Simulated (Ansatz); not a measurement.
Input file:

```yaml
crystal:
  periodic: [false, false, false]
  atoms:
    - { symbol: C, position_ang: [-0.772486, -1.874662, -1.634253] }
    - { symbol: Al, position_ang: [-0.198172, -1.385533, 0.189058] }
    - { symbol: C, position_ang: [-0.058412, 0.501907, 0.819919] }
    - { symbol: C, position_ang: [1.412073, 0.797101, 1.199344] }
    - { symbol: C, position_ang: [-0.59556, 1.518273, -0.166945] }
    - { symbol: F, position_ang: [-0.486306, 2.828286, 0.344642] }
    - { symbol: H, position_ang: [-1.267936, -2.861575, -1.662151] }
    - { symbol: H, position_ang: [-1.454416, -1.133806, -2.087818] }
    - { symbol: H, position_ang: [0.106991, -1.94812, -2.304356] }
    - { symbol: H, position_ang: [0.267784, -2.521705, 1.232732] }
    - { symbol: H, position_ang: [-0.668966, 0.574643, 1.745142] }
    - { symbol: H, position_ang: [1.792249, 0.093933, 1.960816] }
    - { symbol: H, position_ang: [1.511374, 1.819829, 1.603773] }
    - { symbol: H, position_ang: [2.083438, 0.733791, 0.321264] }
    - { symbol: H, position_ang: [-0.02971, 1.492337, -1.120355] }
    - { symbol: H, position_ang: [-1.664846, 1.342601, -0.396512] }
basis:
  gaussian: { orbitals: "6-31G*" }
hamiltonian:
  xc: pbe
  dispersion: d4
neb:
  order_check: false
  images: 7
  f_tol: 0.05
  max_iterations: 60
  initial_path: linear
  final_atoms:
    - { symbol: C, position_ang: [-0.7843093, -1.92172083, -1.56070257] }
    - { symbol: Al, position_ang: [-0.26212803, -1.37046671, 0.26089598] }
    - { symbol: C, position_ang: [-0.06763771, 0.54229622, 0.79352109] }
    - { symbol: C, position_ang: [1.40181346, 0.80201092, 1.20241112] }
    - { symbol: C, position_ang: [-0.53349447, 1.5207545, -0.2654058] }
    - { symbol: F, position_ang: [-0.38635552, 2.85289427, 0.17527802] }
    - { symbol: H, position_ang: [-1.1933557, -2.94663768, -1.59108348] }
    - { symbol: H, position_ang: [-1.52674527, -1.24140185, -2.01457361] }
    - { symbol: H, position_ang: [0.09774702, -1.91231066, -2.23075809] }
    - { symbol: H, position_ang: [0.120085, -2.46587485, 1.38029118] }
    - { symbol: H, position_ang: [-0.70159791, 0.6911261, 1.69323952] }
    - { symbol: H, position_ang: [2.09607501, 0.66104055, 0.35174376] }
    - { symbol: H, position_ang: [1.73000899, 0.13089751, 2.01527113] }
    - { symbol: H, position_ang: [1.52987372, 1.84216703, 1.55005213] }
    - { symbol: H, position_ang: [0.05879779, 1.4183185, -1.19721652] }
    - { symbol: H, position_ang: [-1.60167808, 1.37420698, -0.51866386] }
```

Run as:

```bash
$ ansatz run input.yaml --threads 2 --pin off --max-ram 3072MiB --backend cpu --events-out ev --progress --plain --runs-dir out
```

Hardware: 2 threads of Intel(R) Xeon(R) Platinum 8488C (Sapphire Rapids), on a shared host.

Roughly how long does this run take, and how much memory?

2 min, with a peak of 0.19 GiB, for 8 band iterations.
